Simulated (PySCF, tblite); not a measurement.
Isomers of C8H11PS, one GFN2-xTB conformer each. Single-point energies are computed at PBE0/pcSseg-1 (PySCF, gas phase, no added dispersion term), electronic only.

```tsv
SMILES	GFN2-xTB relative energy (kJ/mol)
C[P@H](=S)Cc1ccccc1	0.0
C=CC1=C[P@@](C)(=S)C=C1C	147.3
CSc1cpc(C)cc1C	111.5
CP(c1cccs1)C1CC1	175.0
C=CC[P@]1(=S)C(C)=C1C=C	346.0
S=P1(C2CC2)C=CCC=C1	149.8
```

Conformers: `[CH3:1][P@H:2](=[S:3])[CH2:4][c:5]1[cH:6][cH:7][cH:8][cH:9][cH:10]1` with C1–P2–C4–C5 -58°, P2–C4–C5–C6 -76°; `[CH2:1]=[CH:2][C:3]1=[CH:4][P@@:5]([CH3:6])(=[S:7])[CH:8]=[C:9]1[CH3:10]` with C1–C2–C3–C4 -144°; `[CH3:1][S:2][c:3]1[cH:4][p:5][c:6]([CH3:7])[cH:8][c:9]1[CH3:10]` with C1–S2–C3–C4 6°; `[CH3:1][P:2]([c:3]1[cH:4][cH:5][cH:6][s:7]1)[CH:8]1[CH2:9][CH2:10]1` with C1–P2–C3–C4 -145°, C1–P2–C8–C9 -91°; `[CH2:1]=[CH:2][CH2:3][P@:4]1(=[S:5])[C:6]([CH3:7])=[C:8]1[CH:9]=[CH2:10]` with C1–C2–C3–P4 -101°, C2–C3–P4–S5 174°, C6–C8–C9–C10 171°; `[S:1]=[P:2]1([CH:3]2[CH2:4][CH2:5]2)[CH:6]=[CH:7][CH2:8][CH:9]=[CH:10]1` with S1–P2–C3–C4 -40°, P2–C3–C4–C5 108°, S1–P2–C6–C7 -107°, C6–C7–C8–C9 -7°, C7–C8–C9–C10 7°.

Problem. What does PBE0/pcSseg-1 give for the same structures?

Solution. 
| SMILES | PBE0/pcSseg-1 E (Eh) | PBE0/pcSseg-1 (kJ/mol) | GFN2-xTB (kJ/mol) | point group |
| --- | --- | --- | --- | --- |
| C[P@H](=S)Cc1ccccc1 | -1050.33226 | 0.0 | 0.0 | C1 |
| CSc1cpc(C)cc1C | -1050.29516 | 97.4 | 111.5 | near Cs |
| C=CC1=C[P@@](C)(=S)C=C1C | -1050.27465 | 151.3 | 147.3 | C1 |
| S=P1(C2CC2)C=CCC=C1 | -1050.26980 | 164.0 | 149.8 | near Cs |
| CP(c1cccs1)C1CC1 | -1050.26337 | 180.9 | 175.0 | C1 |
| C=CC[P@]1(=S)C(C)=C1C=C | -1050.21748 | 301.4 | 346.0 | C1 |

Both levels put the same isomer lowest; measured from each level's own lowest isomer, the values differ by up to 44.6 kJ/mol (C=CC[P@]1(=S)C(C)=C1C=C: 346.0 against 301.4). As drawn, the lowest has an aromatic ring, which the highest lacks; the highest has a three-membered ring and a C=C bond outside aromatic rings, which the lowest lacks.

Problem. Which frontier levels, dipoles and rotational constants go with these structures?

Solution. 
| SMILES | HOMO (eV, PBE0/pcSseg-1) | LUMO (eV) | dipole (D) | A, B, C (MHz) |
| --- | --- | --- | --- | --- |
| C[P@H](=S)Cc1ccccc1 | -6.43 | -0.78 | 4.99 | 2652, 483.3, 456.9 |
| CSc1cpc(C)cc1C | -6.14 | -1.25 | 0.98 | 1790, 675.7, 495.4 |
| C=CC1=C[P@@](C)(=S)C=C1C | -6.21 | -2.18 | 5.21 | 1791, 610.3, 577.9 |
| S=P1(C2CC2)C=CCC=C1 | -6.28 | -0.56 | 4.94 | 1669, 745.6, 693.6 |
| CP(c1cccs1)C1CC1 | -6.17 | -0.51 | 1.45 | 1993, 666.4, 528.2 |
| C=CC[P@]1(=S)C(C)=C1C=C | -6.20 | -1.49 | 4.98 | 920.6, 843.9, 659.8 |

Problem. What happens when harmonic zero-point energies from GFN2-xTB frequencies are added?

Solution. 
```csv
SMILES,ZPE (kJ/mol),electronic (kJ/mol),with ZPE (kJ/mol)
C[P@H](=S)Cc1ccccc1,427.5,0.0,0.0
CSc1cpc(C)cc1C,431.6,97.4,101.5
C=CC1=C[P@@](C)(=S)C=C1C,426.1,151.3,149.8
S=P1(C2CC2)C=CCC=C1,433.0,164.0,169.4
CP(c1cccs1)C1CC1,430.0,180.9,183.4
C=CC[P@]1(=S)C(C)=C1C=C,421.4,301.4,295.2
```

The zero-point energies span 11.6 kJ/mol. The order is unchanged.
